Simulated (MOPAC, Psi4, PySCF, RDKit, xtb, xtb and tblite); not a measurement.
Two geometries of SMILES Oc1ccc(O[SiH3])cc1, relaxed at GFN2-xTB with one dihedral held; other torsions can differ between them too.

Structure A

```
17

O      3.4929     0.4610     0.5685
C      2.1916     0.2033     0.1980
C      1.1919     0.2317     1.1625
C     -0.1224     0.0028     0.8078
C     -0.4559    -0.2842    -0.5133
O     -1.7528    -0.5085    -0.8073
Si    -2.5646    -0.8469    -2.1738
C      0.5485    -0.3362    -1.4717
C      1.8629    -0.0992    -1.1179
H      4.0534    -0.2954     0.3693
H      1.4562     0.4578     2.1835
H     -0.9064     0.0316     1.5485
H     -2.1056    -2.1104    -2.7571
H     -3.9087    -0.9218    -1.6267
H     -2.3962     0.2184    -3.1648
H      0.2898    -0.5654    -2.4943
H      2.6412    -0.1425    -1.8663
```

Structure B

```
17

O      3.4854     0.4984     0.4605
C      2.1745     0.1876     0.2565
C      1.7635    -1.0855    -0.1183
C      0.4227    -1.3563    -0.3139
C     -0.5297    -0.3581    -0.1377
O     -1.8272    -0.6732    -0.3402
Si    -3.2203     0.1554    -0.2384
C     -0.1158     0.9149     0.2368
C      1.2231     1.1868     0.4324
H      4.0321    -0.2809     0.3052
H      2.4957    -1.8698    -0.2579
H      0.0985    -2.3433    -0.6049
H     -3.2346     1.2829    -1.1738
H     -4.1422    -0.9069    -0.6053
H     -3.4337     0.6648     1.1185
H     -0.8547     1.6895     0.3732
H      1.5520     2.1716     0.7230
```

**Question.** Which is lower in energy at the level B3LYP-D3(BJ)/def2-SVP // GFN2-xTB in Psi4 1.11, and by how much?

**Answer.** B is lower, by 12.03 kJ/mol (dihedral H10–O1–C2–C3: 120° in A, 0° in B).

E(B) − E(A) in kJ/mol at the other levels, on the same two geometries: GFN2-xTB (xtb and tblite) -16.92; MMFF94 // GFN2-xTB (RDKit) -13.91; B3LYP/def2-SVP // GFN2-xTB (Psi4) -11.98; PBE/def2-SVP // GFN2-xTB (Psi4) -14.44; PBE-D3(BJ)/def2-SVP // GFN2-xTB (Psi4) -14.47; UFF // GFN2-xTB (RDKit) -21.32; AM1, restricted, heats of formation // GFN2-xTB (MOPAC) -6.19; PM3, restricted, heats of formation // GFN2-xTB (MOPAC) -6.69; GFN1-xTB // GFN2-xTB (xtb) -12.48; restricted B3LYP/6-31G*, spherical d, density fitting // GFN2-xTB (PySCF) -11.40; restricted B3LYP/6-311+G**, spherical d, density fitting // GFN2-xTB (PySCF) -8.81; restricted MP2 (frozen core)/6-31G*, spherical d // GFN2-xTB (PySCF) -10.32; restricted LDA (SVWN5)/6-31G*, spherical d, density fitting // GFN2-xTB (PySCF) -15.31.
